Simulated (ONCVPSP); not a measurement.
## What one change does to a pseudopotential (Ti, ONCV)

ONCVPSP 4.0.1 input, shortened (lines: element, Z, core and valence counts, functional; n l f; lmax; l rc ep ncon nbas qcut; lloc lpopt rc5 dvloc0; l nproj debl; icmod fcfact rcfact), PBE, scalar-relativistic:

```
  Ti 22.00    3    4        4      upf
    1    0    2.00
    2    0    2.00
    2    1    6.00
    3    0    2.00
    3    1    6.00
    3    2    2.00
    4    0    2.00
    2
    0    2.00    0.00    3    8    5.60
    1    1.10    0.00    4    8    7.00
    2    1.75    0.00    4    9    9.60
    4    2    0.90    0.00
    0    2    0.90
    1    2    1.10
    2    2    1.40
    0    0.00    0.00
```

In the p channel the program set the typed energies aside and used -1.428, 0.250 Ha.

All-electron outer shells of the reference configuration (PBE, scalar-relativistic, ld1.x):

```json
{"shell": "2p", "level (eV)": "-444.26", "outermost node (bohr)": "–", "outermost maximum (bohr)": "0.22"}
{"shell": "3s", "level (eV)": "-62.63", "outermost node (bohr)": "0.40", "outermost maximum (bohr)": "0.87"}
{"shell": "3p", "level (eV)": "-38.86", "outermost node (bohr)": "0.37", "outermost maximum (bohr)": "0.90"}
{"shell": "4s", "level (eV)": "-4.47", "outermost node (bohr)": "1.24", "outermost maximum (bohr)": "2.92"}
{"shell": "3d", "level (eV)": "-4.26", "outermost node (bohr)": "–", "outermost maximum (bohr)": "0.98"}
```

Change: p: rc 0.92.

Cutoffs: the cutoffs (Ha) at which the residual kinetic energy of the hardest occupied pseudo-wave falls to 1 and 0.1 mHa per electron; they do not see the model core or the augmentation charge, which bear on the density cutoff. Errors are all-electron minus pseudo energies relative to the spin-unpolarised reference configuration.

Question: What does the change do?

Answer: The potential gets harder (32 Ha and 128 Ha → 59 Ha and 210 Ha); the errors of the 3 common tests hardly move; neither file shows a bound ghost. A smaller radius makes the pseudo-wave follow the all-electron one further in, where it bends more sharply, so more plane waves are needed.

```csv
quantity,base,changed
"cutoff, loose",32 Ha,59 Ha
"cutoff, tight",128 Ha,210 Ha
loose cutoff by channel,"s 8.2 Ha, p 19 Ha, d 32 Ha","s 8.2 Ha, p 59 Ha, d 32 Ha"
bound ghosts,none,none
GHOST(+) flags under 300 eV,none,none
tests with a reliable result,3 of 4,3 of 4
"error for 3s2 3p6 3d2 4s1, meV [ΔE 7.35 eV]",-0.2,-0.2
"error for 3s2 3p6 3d2 4s0, meV [ΔE 20.92 eV]",-1.0,-1.0
"error for 3s2 3p6 3d1 4s0, meV [ΔE 47.87 eV]",+34,+34
s: phases at 2.03 bohr within 0.05 rad from the reference energy up to (Ha; the scan ends near 5),3.9,3.9
d: phases at 1.77 bohr within 0.05 rad from the reference energy up to (Ha; the scan ends near 5),to the end of the scan,to the end of the scan
```
